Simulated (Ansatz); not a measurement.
Calculated with Ansatz (gas phase, PBE0-D4/def2-TZVP geometries, no zero-point term in ΔE). CCSD(T)/CBS is the MP2 limit (def2-TZVPP, def2-QZVPP) plus CCSD(T) − MP2 in def2-TZVPP, frozen cores. Functionals use def2-TZVPP. B3LYP here is the variant with VWN-RPA as its local correlation; programs differ in this. For Br, Se outer-core shells are correlated without core-valence functions, which leaves a few kJ/mol of doubt a bond. Scalar relativity is left out up to krypton. One conformer a species, not always the lowest.

Reaction (ligand exchange at the Si–O bond): `FCO[SiH2]Br` + H₂Se → `[SeH][SiH2]Br` + `OCF`

`FCO[SiH2]Br`:

Z-matrix (Å, degrees):
```
C
O 1 1.376
F 1 1.374 2 110.3
H 1 1.095 2 111.3 3 118.9
H 1 1.092 2 108.2 3 -117.9
Si 2 1.643 1 126.7 3 -58.7
Br 6 2.220 2 109.9 1 -50.9
H 6 1.476 2 112.3 1 68.2
H 6 1.474 2 105.5 1 -168.3
```

H₂Se:

Cartesian coordinates in Å:
```
Se -0.608 0.140 0.281
H -0.106 -0.911 -0.611
H 0.715 0.772 0.330
```

`[SeH][SiH2]Br`:

Z-matrix (Å, degrees):
```
Si
Br 1 2.221
Se 1 2.263 2 113.4
H 1 1.479 2 108.3 3 -116.8
H 1 1.479 2 106.6 3 122.6
H 3 1.469 1 92.5 2 70.5
```

`OCF`:

Z-matrix (Å, degrees):
```
C
F 1 1.381
O 1 1.370 2 111.1
H 1 1.091 2 107.8 3 -117.4
H 1 1.096 2 106.3 3 123.2
H 3 0.962 1 109.3 2 70.7
```

```csv
level,ΔE (kJ/mol)
PBE-D4,17.7
r2SCAN-D4,29.6
PBE0-D4,20.7
B2PLYP,34.5
r2SCAN,29.0
B3LYP,33.2
CCSD/def2-TZVPP,37.0
CCSD/CBS(def2),32.4
```

**Question.** What does CCSD(T)/CBS give? (Estimate.)

**Answer.** Ansatz gave: +30.5 kJ/mol. The listed levels differ from it by -12.8, -0.9, -9.8, 4.0, -1.5, 2.7, 6.5, 1.9 kJ/mol.

Largest T1 diagnostic among the species: 0.011.

From PBE to PBE0 (25 % exact exchange), in def2-TZVPP and without D4, ΔE moves by +3.0 kJ/mol. In def2-TZVPP, CCSD(T) changes the Hartree–Fock value by −10.2 kJ/mol (the triples alone add −1.9 kJ/mol) and MP2 by −13.6 kJ/mol.
